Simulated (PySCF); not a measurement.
# Hartree-Fock beside MP2: FH3N2Si

These are calculations, not measurements. They come from PySCF 2.14.0, an open-source quantum chemistry program, on an isolated molecule that a program drew, which may never have been made. The molecule is FH3N2Si (charge 0, singlet), drawn as the SMILES string `N=[Si](N)F`.

The geometry was optimised and harmonic frequencies were computed with HF and MP2, all in the cc-pV(D+d)Z basis, for the commonest isotopes, with a restricted reference for singlets and an unrestricted one otherwise, and a frozen core in MP2. Each result is a local minimum of its method.

Geometry at the HF minimum:
```xyz
7
FH3N2Si, angstrom
N    -2.7187   -1.1036   -0.1308
Si   -1.9710   -0.3330    0.9853
N    -1.3459   -0.7049    2.4853
F    -1.6412    1.2142    0.8047
H    -2.9946   -2.0621   -0.1674
H    -1.3983   -1.6195    2.8860
H    -0.8833   -0.0353    3.0678
```

Lengths of the bonds as drawn, in Å (atoms numbered as above):
| bond | HF | MP2 |
|---|---|---|
| N1-Si2 | 1.549 | 1.593 |
| Si2-N3 | 1.667 | 1.688 |
| Si2-F4 | 1.592 | 1.616 |
| N1-H5 | 0.998 | 1.021 |
| N3-H6 | 1.000 | 1.013 |
| N3-H7 | 1.001 | 1.015 |

Rotational constants, in GHz:
| constant | HF | MP2 |
|---|---|---|
| A | 8.39 | 8.228 |
| B | 6.736 | 6.464 |
| C | 3.736 | 3.62 |

Harmonic frequencies in cm^-1, each column in rising order, so a row needn't be the same motion in every method:
| rank | HF | MP2 |
|---|---|---|
| 1 | 301 | 199 |
| 2 | 353 | 277 |
| 3 | 367 | 306 |
| 4 | 378 | 337 |
| 5 | 422 | 376 |
| 6 | 497 | 524 |
| 7 | 552 | 594 |
| 8 | 836 | 785 |
| 9 | 872 | 800 |
| 10 | 1002 | 957 |
| 11 | 1341 | ? |
| 12 | 1674 | 1547 |
| 13 | 3802 | 3632 |
| 14 | 3902 | 3635 |
| 15 | 3910 | 3756 |

**Estimate the missing MP2 frequency from the HF column.**

A single factor s that minimises the squared misfit of MP2 against s times HF over the other rows is sum(HF x MP2) / sum(HF^2) = 0.9469, with an rms misfit of 47 cm^-1. For rank 11 it gives 0.9469 x 1341 = 1270 cm^-1. The calculation gives 1219 cm^-1, 51 cm^-1 below the estimate. The drawn bonds are on average 1.8 % longer in MP2 than in HF.
